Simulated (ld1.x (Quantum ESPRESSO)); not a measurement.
Results of a calculation; reference values are marked as such.
## Pseudopotentials across the periodic table

Generated with ld1.x 7.5 (TM, RRKJ, ultrasoft, PAW), atompaw 4.2 or ONCVPSP 4.0.1. The cutoff is in Ry: for ld1.x and atompaw files where the sum of valence levels is converged to 10 mRy in a Bessel basis, for ONCV files where the hardest occupied wave has 1 mHa per electron of residual kinetic energy. The error is the largest all-electron minus pseudo excitation energy over each file’s own four to seven test configurations (ionisations up to +4, promotions, holes and added fractions of an electron), all of which were solved. The labels leave out finer settings (local radius, basis sizes, second energies), which also bear on the numbers. Spin-polarised tests are not counted. The rows are a selection from randomly drawn settings: files with unsolved tests, undetermined cutoffs or missed reference levels are left out.

A true bound ghost makes a file unfit for plane-wave use even where its test errors are small: the radial tests pick states by their node count and pass the ghost by.

```csv
element,potential,cutoff (Ry),largest error (meV),bound ghosts
B,"ultrasoft, PBE, scalar-relativistic, rc 1.25/2.60 (sp), local smoothed, core correction no, reference 2s2 2p1",18,+110,none
Ir,"TM semilocal, LDA (PZ), scalar-relativistic, rc 1.70/3.64/2.20 (spd), local d, core correction yes, reference 5d7 6s1 6p0",40,-103,none
Au,"TM, PBE, scalar-relativistic, rc 2.05/2.50/1.30 (spd), local smoothed, core correction no, reference 5d9 6s0 6p0",70,-252,none
```

Q: Fill in the row for Ne: PAW, PBE, scalar-relativistic, rc 0.60/1.15 (sp), local smoothed, core correction yes, reference 2s2 2p6.

A: cutoff 90 Ry, largest error -3.8 meV, bound ghosts: none.

Q: Fill in the row for W: ultrasoft, LDA (PZ), fully relativistic, rc 2.60/3.15/1.70 (spd), local smoothed, core correction yes, reference 5d4.5 6s1.5 6p0.

A: cutoff 35 Ry, largest error -238 meV, bound ghosts: none.

Q: Fill in the row for Sb: TM, PW91, fully relativistic, rc 1.75/2.25/1.70 (spd), local s, core correction yes, reference 5s2 5p3.

A: cutoff 25 Ry, largest error -126 meV, bound ghosts: d3/2, d5/2.
